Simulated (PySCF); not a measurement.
Species: C7H8FO (doublet state).
Geometry (GFN2-xTB, Å), atoms numbered from 1 in this order:
```
atom  x, y, z in Å
C1    -1.295    2.309    0.261
C2    -0.875    1.094    0.200
C3    -0.468   -0.194    0.157
C4    -1.455   -1.272    0.022
C5    -2.765   -1.091   -0.055
C6     0.873   -0.550    0.234
O7     1.850    0.419    0.337
C8     3.115   -0.024    0.581
F9     3.244   -0.483    1.875
H10   -1.544    2.792    1.199
H11   -1.413    2.931   -0.619
H12   -1.038   -2.269   -0.009
H13   -3.445   -1.920   -0.151
H14   -3.201   -0.107   -0.025
H15    1.196   -1.580    0.220
H16    3.799    0.825    0.476
H17    3.417   -0.868   -0.063
```

The hyperfine couplings belong to this conformer and change with its torsions.

The species is `C=[C]/C(C=C)=C\OCF` [radical].

Theory: UKS B3LYP, pcH-1 on C F H O, non-relativistic, mean-field spin-orbit, GIAO (PySCF). One conformer (not necessarily the lowest) at the GFN2-xTB geometry, without solvent, vibrations or thermal averaging. A GFN2-xTB geometry isn't a minimum of the functional, and hyperfine couplings can be far from their values at a DFT geometry. Stability of the SCF solution: not tested. ⟨S²⟩ is 0.784 where a pure state has 0.75.

**Question.** The isotropic 13C couplings are +62.9, +52.9, -50.9, -42.3, +11.8, -7.7 MHz. Assign them to C1; C2; C3; C4; C5; C6.

**Answer.** 
| site | a_iso (MHz) | ρ(0) (bohr⁻³) | position | distance from C2 (Å) | spin population | largest \|T\| (MHz) |
| --- | --- | --- | --- | --- | --- | --- |
| C1 | -42.3 | -0.0376 | 1 bond from C2 | 1.29 | -0.12 | 10.1 |
| C2 | +52.9 | +0.0471 | largest spin population | 0.00 | +0.62 | 96.6 |
| C3 | -50.9 | -0.0453 | 1 bond from C2 | 1.35 | -0.22 | 26.4 |
| C4 | +11.8 | +0.0105 | 2 bonds from C2 | 2.44 | +0.06 | 6.5 |
| C5 | -7.7 | -0.0069 | 3 bonds from C2 | 2.90 | -0.08 | 12.8 |
| C6 | +62.9 | +0.0559 | a main spin site | 2.40 | +0.61 | 105.1 |

ρ(0) is the spin density at the nucleus and T the dipolar tensor; entries for several nuclei are means. The largest Mulliken spin populations are on C2 (+0.62), C6 (+0.61), C3 (-0.22) and C1 (-0.12). The positive populations add up to 1.46 and the negative ones to -0.46, together 2S = 1. Main spin sites, with 60 % or more of the largest population: C2, C6; positions count bonds from the nearest.

Means are taken over nuclei equivalent by connectivity, which assumes that they swap fast. H10 and H11 aren't averaged: C1 is flat or nearly so (angle sum 360°), and its turn about the short C1–C2 bond (1.29 Å) is taken as slow. The 1H value of +0.6 MHz is a mean of couplings from -2.0 to 3.1 MHz in this one geometry, not an average over conformers.
